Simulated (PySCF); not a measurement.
**How methods differ on the excitation energy of C²⁺**

C²⁺ [He] 2s2 (1S) → C²⁺ [He] 2s1 2p1 (3P), as a difference of total energies. All numbers are calculated (PySCF 2.14, no relativity, point nucleus, in aug-cc-pwCVDZ). Correlated levels: valence: 1s2 frozen. The calculations carry no spin-orbit coupling.

| method | excitation energy (cm⁻¹) |
| --- | --- |
| UHF | 38202 |
| MP2 (valence) | 46701 |
| SCS-MP2 (valence) | 48879 |
| CCSD (valence) | 53437 |

A first-order spin-orbit estimate (lowest level to lowest level, LS coupling) adds -0.006 eV.

With two correlated electrons CCSD is exact in that space.

The coupled-cluster amplitudes are large for the lower state (T1 above 0.03 or a double amplitude above 0.15), so a single reference is strained.
